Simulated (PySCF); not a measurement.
## C₆ coefficients of unlike pairs at BP86

Calculated with PySCF 2.14 from the dipole response of each species, C₆(A,B) = (3/π) ∫ α_A(iu) α_B(iu) du, in atomic units, from isotropic polarisabilities. For ions this is the dispersion term alone; charge-induced terms of lower order in 1/R come first.

```csv
species,configuration,basis,relativity,α (bohr³),C₆ (like pair)
S²⁺,[Ne] 3s2 3p2 (3P),"aug-cc-pCVTZ-DK with one added diffuse shell each of s, p, d, f type (9s8p6d4f)",spin-free X2C,7.251,26.24
Al³⁺,[Ne] (1S),aug-cc-pVQZ-DK (7s6p4d3f2g),spin-free X2C,0.1747,0.08561
I⁺,[Kr] 4d10 5s2 5p4 (3P),aug-cc-pVQZ-PP with ECP28MDF (7s7p5d3f2g),core potential,20.59,176.2
Cl³⁺,[Ne] 3s2 3p2 (3P),aug-cc-pwCVTZ (8s7p5d3f),none,4.353,11.80
```

Q: Estimate C₆ for I⁺ with S²⁺.

A: The integral gives 67.80. The combination rule 2 C_A C_B / (C_A α_B/α_A + C_B α_A/α_B) gives 67.72 and the geometric mean 68.00.

No spin-orbit coupling is included.

The other pairs:

```tsv
pair	C₆
Cl³⁺, I⁺	44.88
Cl³⁺, Al³⁺	0.8026
Cl³⁺, S²⁺	17.48
Al³⁺, S²⁺	1.109
I⁺, Al³⁺	2.784
```
